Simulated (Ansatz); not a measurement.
Basis-set extrapolation for C₂H₂BCl, SMILES `ClB1C=C1` (PBE0-D4/def2-TZVP geometry, frozen core, Ansatz). Multiplicity 1, RHF reference.

```
                      def2-TZVPP   def2-QZVPP
                 HF  -561.119996  -561.136793
    MP2 correlation    -0.580320    -0.625272
CCSD(T) correlation    -0.640687      not run
```

Energies in hartree. Use E(X) = E(∞) + A·exp(−7.88·√X) for Hartree–Fock and E(X) = E(∞) + B·X^(−2.97) for correlation, with X = 3 and 4, and add CCSD(T) minus MP2 of the smaller set to the MP2 limit.

Question: What is the CCSD(T) energy at the basis-set limit?

Answer: HF limit: -561.136793 + (-0.016797) × 0.13774 = -561.13911. MP2 limit: -0.625272 + (-0.044952) × 0.74074 = -0.65857. Higher-order term: -0.640687 − (-0.580320) = -0.06037. Total: -561.85805 hartree, 61.1 kcal/mol below CCSD(T)/def2-TZVPP.
